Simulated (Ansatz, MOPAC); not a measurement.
Species: B2F3, net charge 0, doublet state. SMILES: F[B]B(F)F

Atoms: B1, F2, B3, F4, F5. Bonds: B1-F2, B1-B3, B3-F4, B3-F5.

Bond lengths (Å) and angles (degrees) optimised at PM3 with MOPAC; HF/STO-3G with Ansatz (an electronic-structure program); PBE/6-31G* with Ansatz; B3LYP/LANL2DZ with Ansatz; B3LYP/6-31G* with Ansatz; MP2/6-31G* with Ansatz, each started from the B3LYP-D3(BJ)/def2-TZVP structure (Ansatz) of the last column. A row stands for all coordinates that are equal there. 6-31G* holds six Cartesian d functions. No wavenumbers were computed at HF/STO-3G, PBE/6-31G*, B3LYP/LANL2DZ, MP2/6-31G*, so these may be saddle points.

| coordinate | PM3 | HF/STO-3G | PBE/6-31G* | B3LYP/LANL2DZ | B3LYP/6-31G* | MP2/6-31G* | B3LYP-D3(BJ)/def2-TZVP |
|---|---|---|---|---|---|---|---|
| B1-F2 | 1.290 | 1.290 | 1.308 | 1.345 | 1.301 | 1.314 | 1.293 |
| B1-B3 | 1.675 | 1.685 | 1.664 | 1.644 | 1.667 | 1.691 | 1.663 |
| B3-F4 | 1.326 | 1.313 | 1.342 | 1.375 | 1.331 | 1.334 | 1.329 |
| F2-B1-B3 | 139.6 | 129.4 | 142.6 | 145.7 | 140.2 | 133.1 | 141.5 |
| B1-B3-F4 | 124.0 | 121.9 | 120.5 | 120.9 | 120.7 | 120.9 | 120.7 |
| F4-B3-F5 | 110.4 | 115.9 | 117.8 | 117.4 | 117.6 | 117.5 | 117.6 |

Mean signed difference of all 4 bond lengths from B3LYP-D3(BJ)/def2-TZVP: PM3 0.001 Å, HF/STO-3G -0.003 Å, PBE/6-31G* 0.010 Å, B3LYP/LANL2DZ 0.031 Å, B3LYP/6-31G* 0.004 Å, MP2/6-31G* 0.015 Å.
